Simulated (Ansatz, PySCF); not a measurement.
Reaction 2 R1 → P1 + 2 P2, each structure at its B3LYP-D3(BJ)/def2-TZVP stationary point, reached from a drawn start (curvature not checked).
R1, CH4 (SMILES C) (charge 0, multiplicity 1):
```xyz
5

C      0.000     0.000     0.000
H     -0.711    -0.284    -0.774
H      0.116     1.083     0.007
H     -0.367    -0.332     0.970
H      0.963    -0.467    -0.203
```
P1: C2H4 (SMILES C=C), charge 0, multiplicity 1.
P2: H2 (SMILES [H][H]), charge 0, multiplicity 1.

P less R. No zero-point or thermal terms.

Correlated levels freeze the cores.

Programs: Ansatz (Gaussian orbitals); PySCF for the D3/D4 terms. Each number belongs to the level named beside it.

**Question.** Estimate the reaction energy that CCSD(T)/cc-pVQZ returns for this input.

**Answer.** 2.52 eV

**Question.** Give the reaction energy at the level CAM-B3LYP/def2-TZVPP.

**Answer.** 2.65 eV

**Question.** Predict the reaction energy from B2PLYP-D3(BJ)/def2-TZVPP.

**Answer.** 2.54 eV

Ansatz is an electronic-structure program.
